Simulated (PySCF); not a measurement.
# Highest orbital energy against ionisation energy along the 4p block

Calculated with PySCF 2.14, no spin-orbit coupling. Each cell gives −ε(HOMO) / ΔSCF in eV; NIST values include spin-orbit coupling, (s) semi-empirical, (t) theoretical.

```tsv
species	UHF	LDA	PBE	PBE0	r2SCAN	NIST (lowest levels)
Ga (x2c-TZVPPall with one added diffuse shell each of s, p, d type, spin-free X2C)	5.804 / 5.519	2.937 / 6.033	2.940 / 5.954	3.762 / 5.970	3.192 / 6.096	5.999
Ge (x2c-TZVPPall with one added diffuse shell each of s, p, d type, spin-free X2C)	7.881 / 7.404	4.417 / 8.008	4.387 / 7.885	5.389 / 7.915	4.708 / 8.045	7.899
As (x2c-TZVPPall with one added diffuse shell each of s, p, d type, spin-free X2C)	10.044 / 9.417	5.983 / 10.033	5.931 / 9.889	7.108 / 9.946	6.333 / 10.094	9.789
Se (x2c-TZVPPall with one added diffuse shell each of s, p, d type, spin-free X2C)	9.439 / 8.542	5.807 / 9.891	5.700 / 9.640	6.854 / 9.626	5.983 / 9.682	9.752
Br (x2c-TZVPPall with one added diffuse shell each of s, p, d type, spin-free X2C)	11.776 / 10.721	7.564 / 12.079	7.429 / 11.793	8.747 / 11.799	7.753 / 11.862	11.814
Kr (x2c-TZVPPall with one added diffuse shell each of s, p, d type, spin-free X2C)	14.246 / 13.055	9.402 / 14.337	9.255 / 14.036	10.746 / 14.079	9.659 / 14.158	14.000
```

**Question.** How far is −ε(HOMO) from ΔSCF on average for each method, and why?

**Answer.** UHF 0.76 eV; LDA -4.05 eV; PBE -3.93 eV; PBE0 -2.79 eV; r2SCAN -3.72 eV. Hartree-Fock orbital energies lack relaxation and so exceed the ΔSCF value; semilocal functionals have convex E(N) from self-interaction, so their HOMO lies far too high; exact exchange moves hybrids part of the way back.
